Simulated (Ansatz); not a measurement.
C$_{2}$H$_{9}$BOSi, SMILES `B[SiH2]COC` at its PBE0-D4/def2-TZVP geometry, where that method's forces vanish. Charge 0, multiplicity 1.

```json
{"atom": "B1", "x (Å)": "-1.504", "y (Å)": "0.956", "z (Å)": "-2.380"}
{"atom": "Si2", "x (Å)": "-1.353", "y (Å)": "-0.080", "z (Å)": "-0.664"}
{"atom": "C3", "x (Å)": "0.359", "y (Å)": "0.052", "z (Å)": "0.127"}
{"atom": "O4", "x (Å)": "0.396", "y (Å)": "-0.693", "z (Å)": "1.319"}
{"atom": "C5", "x (Å)": "1.645", "y (Å)": "-0.632", "z (Å)": "1.954"}
{"atom": "H6", "x (Å)": "-0.606", "y (Å)": "1.591", "z (Å)": "-2.850"}
{"atom": "H7", "x (Å)": "-2.539", "y (Å)": "0.953", "z (Å)": "-2.982"}
{"atom": "H8", "x (Å)": "-1.664", "y (Å)": "-1.513", "z (Å)": "-0.943"}
{"atom": "H9", "x (Å)": "-2.382", "y (Å)": "0.427", "z (Å)": "0.290"}
{"atom": "H10", "x (Å)": "0.595", "y (Å)": "1.113", "z (Å)": "0.317"}
{"atom": "H11", "x (Å)": "1.121", "y (Å)": "-0.307", "z (Å)": "-0.586"}
{"atom": "H12", "x (Å)": "1.584", "y (Å)": "-1.233", "z (Å)": "2.862"}
{"atom": "H13", "x (Å)": "1.907", "y (Å)": "0.400", "z (Å)": "2.224"}
{"atom": "H14", "x (Å)": "2.440", "y (Å)": "-1.034", "z (Å)": "1.311"}
```

Task: For each bond, give half the difference of the two atoms' forces along it (eV/Å; positive pushes the atoms apart) under PBE-D4, r2SCAN-D4, B3LYP-D4, ωB97M-V in def2-TZVPP. (Best estimate.)

Result: Computed: 
```json
{"bond": "B1–Si2", "length (Å)": "2.010", "PBE-D4": "-0.17", "r2SCAN-D4": "-0.03", "B3LYP-D4": "0.08", "ωB97M-V": "0.11"}
{"bond": "B1–H6", "length (Å)": "1.197", "PBE-D4": "0.10", "r2SCAN-D4": "-0.01", "B3LYP-D4": "-0.10", "ωB97M-V": "-0.12"}
{"bond": "B1–H7", "length (Å)": "1.197", "PBE-D4": "0.09", "r2SCAN-D4": "-0.02", "B3LYP-D4": "-0.10", "ωB97M-V": "-0.11"}
{"bond": "Si2–C3", "length (Å)": "1.891", "PBE-D4": "-0.04", "r2SCAN-D4": "-0.05", "B3LYP-D4": "0.01", "ωB97M-V": "0.00"}
{"bond": "Si2–H8", "length (Å)": "1.492", "PBE-D4": "0.12", "r2SCAN-D4": "0.00", "B3LYP-D4": "-0.09", "ωB97M-V": "-0.14"}
{"bond": "Si2–H9", "length (Å)": "1.492", "PBE-D4": "0.12", "r2SCAN-D4": "0.00", "B3LYP-D4": "-0.09", "ωB97M-V": "-0.14"}
{"bond": "C3–O4", "length (Å)": "1.406", "PBE-D4": "0.27", "r2SCAN-D4": "0.27", "B3LYP-D4": "0.26", "ωB97M-V": "0.24"}
{"bond": "C3–H10", "length (Å)": "1.103", "PBE-D4": "0.11", "r2SCAN-D4": "-0.03", "B3LYP-D4": "-0.09", "ωB97M-V": "-0.11"}
{"bond": "C3–H11", "length (Å)": "1.103", "PBE-D4": "0.11", "r2SCAN-D4": "-0.03", "B3LYP-D4": "-0.09", "ωB97M-V": "-0.11"}
{"bond": "O4–C5", "length (Å)": "1.401", "PBE-D4": "0.30", "r2SCAN-D4": "0.27", "B3LYP-D4": "0.25", "ωB97M-V": "0.23"}
{"bond": "C5–H12", "length (Å)": "1.091", "PBE-D4": "0.07", "r2SCAN-D4": "-0.07", "B3LYP-D4": "-0.13", "ωB97M-V": "-0.11"}
{"bond": "C5–H13", "length (Å)": "1.099", "PBE-D4": "0.09", "r2SCAN-D4": "-0.05", "B3LYP-D4": "-0.07", "ωB97M-V": "-0.10"}
{"bond": "C5–H14", "length (Å)": "1.099", "PBE-D4": "0.09", "r2SCAN-D4": "-0.05", "B3LYP-D4": "-0.07", "ωB97M-V": "-0.10"}
```

B3LYP here is the variant with VWN-RPA as its local correlation; programs differ in this.
